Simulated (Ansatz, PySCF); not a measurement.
GeH6O2Si, SMILES [OH][GeH2][O][SiH3]. Atoms are numbered in the order given.

```xyz
10

O      1.7396     0.2150     0.4631
Ge     0.4870    -0.8267    -0.2336
O     -0.9426     0.1641    -0.5788
Si    -1.8238     1.2684     0.2946
H      2.0668     0.8800    -0.1523
H      0.9055    -1.4097    -1.5900
H      0.1708    -1.8419     0.8678
H     -3.1745     1.3812    -0.3267
H     -1.1680     2.6117     0.2759
H     -1.9708     0.8304     1.7183
```

Geometry optimised at PBE0-D3(BJ)/def2-SVP. The structure was generated by enumeration, and PubChem lists no compound with its InChIKey, so it may never have been made. The values are those of a single conformer.

Two levels are set side by side: PBE-D3(BJ)/def2-SVP (Ansatz, a first-principles code) and PBE0-D3(BJ)/def2-SVP (Ansatz). Each level has its own optimised geometry; the coordinates shown are those of the second. Frequencies come from the Hessian of PySCF at each geometry. Differences are taken from unrounded values.

| quantity | PBE0-D3(BJ) | PBE-D3(BJ) | PBE-D3(BJ) minus PBE0-D3(BJ) |
|---|---|---|---|
| mean bond length (Å) | 1.524 | 1.540 | 0.015 |
| bond O1–Ge2 (Å) | 1.772 | 1.794 | 0.022 |
| bond Ge2–O3 (Å) | 1.773 | 1.798 | 0.024 |
| bond O3–Si4 (Å) | 1.661 | 1.680 | 0.019 |
| bond O1–H5 (Å) | 0.963 | 0.976 | 0.012 |
| bond Ge2–H6 (Å) | 1.535 | 1.548 | 0.014 |
| bond Ge2–H7 (Å) | 1.531 | 1.544 | 0.013 |
| bond Si4–H8 (Å) | 1.491 | 1.502 | 0.011 |
| bond Si4–H9 (Å) | 1.495 | 1.506 | 0.011 |
| bond Si4–H10 (Å) | 1.497 | 1.508 | 0.012 |
| highest harmonic wavenumber (cm⁻¹) | 3906 | 3728 | -178 |
| mean harmonic wavenumber (cm⁻¹) | 1091 | 1050 | -41 |
| zero-point energy (kcal/mol) | 37.42 | 36.01 | -1.41 |

GGA bonds tend to be longer and softer than those of functionals with exact exchange. Differences between two approximate levels are no errors against the true value.
